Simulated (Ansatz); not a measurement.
GeH$_{3}$OS, SMILES `[OH][GeH2][S]` radical, relaxed with UKS PBE-D4/def2-SVP in the Gaussian-basis code of Ansatz from a rough embedded geometry. The force threshold is 0.03 eV/Å; the program also tests the step.

The species carries charge 0 and has multiplicity 2.

Start:

```xyz
6

O     1.307   -0.047   -0.704
Ge   -0.385   -0.013   -0.099
S    -0.629    1.497    1.490
H     1.776   -0.331    0.130
H    -0.739   -1.431    0.466
H    -1.329    0.324   -1.283
```

| step | energy (eV) | largest force (eV/Å) | largest move (Å) |
| --- | --- | --- | --- |
| 1 | -69421.7231 | 0.926 | 0.000 |
| 2 | -69421.7793 | 0.931 | 0.118 |
| 3 | -69421.7989 | 0.795 | 0.040 |
| 4 | -69421.8120 | 0.399 | 0.051 |
| 5 (rejected) | -69421.8038 | 0.653 | 0.034 |
| 6 | -69421.8160 | 0.013 | 0.008 |

End:

```xyz
6

O     1.276   -0.137   -0.710
Ge   -0.408   -0.035   -0.086
S    -0.682    1.430    1.556
H     1.911   -0.211    0.026
H    -0.866   -1.384    0.554
H    -1.230    0.337   -1.341
```

Run time 13 s (2 threads of a server CPU on a shared host); peak host memory 0.35 GiB.
